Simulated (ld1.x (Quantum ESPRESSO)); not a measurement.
**Ni (Z = 28): one change to a TM potential, before and after**

ld1.x (Quantum ESPRESSO) 7.5 input, shortened:

```
&input
   title='Ni', zed=28., rel=2, dft='PW91', iswitch=3,
   config='[Ar] 3d8 4s2 4p0', rel_dist='average'
 /
 &inputp
   pseudotype=2, tm=.true., lloc=-1, rcloc=1.10,
   nlcc=.false.
 /
3
4S  1  0   2.00   0.00  1.80  1.80  0.0
3P  2  1   6.00   0.00  1.20  1.20  0.0
3D  3  2   8.00   0.00  1.55  1.55  0.0
 &test
   configts(1)='3p6 3d8 4s2 4p0'
 /
```

Open shells are filled in proportion to 2j + 1 (rel_dist='average').

Change: wave 4s (bound): rc 1.80 bohr becomes 4s (bound): rc 1.50 bohr.

Cutoffs: the cutoffs (Ry, on a coarse ladder) from which the occupation-weighted sum of valence levels, in a spherical-Bessel basis at the reference potential, stays within 10 and 1 mRy of its value at 400 Ry; they do not see the model core or the augmentation charge, which bear on the density cutoff. Errors are all-electron minus pseudo energies relative to the spin-unpolarised reference configuration.

**Question.** What does the change do?

**Answer.** The potential gets neither clearly harder nor softer (120 Ry and 200 Ry → 120 Ry and 200 Ry); both files keep a bound ghost (s); of the 7 tests that both files solve, the error grows in 0 and shrinks in 6 by more than 15 % and 0.3 meV (median size 13.9 → 4.3 meV). Less of the atom is replaced, so other configurations are described better.

| quantity | base | changed |
| --- | --- | --- |
| cutoff, loose | 120 Ry | 120 Ry |
| cutoff, tight | 200 Ry | 200 Ry |
| loose cutoff by channel (10 mRy a level) | s 12 Ry, p 70 Ry, d 100 Ry | s 30 Ry, p 70 Ry, d 100 Ry |
| bound ghosts | s | s |
| error for 3p6 3d8 4s1 4p0, meV [ΔE 9.39 eV] | -2.4 | 0.0 |
| error for 3p6 3d8 4s0 4p0, meV [ΔE 26.80 eV] | -16 | +0.9 |
| error for 3p6 3d7 4s0 4p0, meV [ΔE 64.38 eV] | +72 | +35 |
| error for 3p6 3d7 4s2 4p1, meV [ΔE 10.58 eV] | +14 | +14 |
| error for 3p6 3d8 4s0 4p2, meV [ΔE 9.56 eV] | -6.7 | +4.3 |
| error for 3p6 3d6 4s0 4p0, meV [ΔE 122.06 eV] | +332 | +216 |
| error for 3p6 3d8 4s0 4p1, meV [ΔE 15.10 eV] | -11 | +2.2 |

Base: These tests converged, but a pseudo level misses the all-electron one widely, so the file describes the atom poorly there or has found another state: 3p6 3d6 4s0 4p0: empty 4s by 6.5 eV (a node warning on the way). A true bound ghost makes a file unfit for plane-wave use even where its test errors are small: the radial tests pick states by their node count and pass the ghost by.
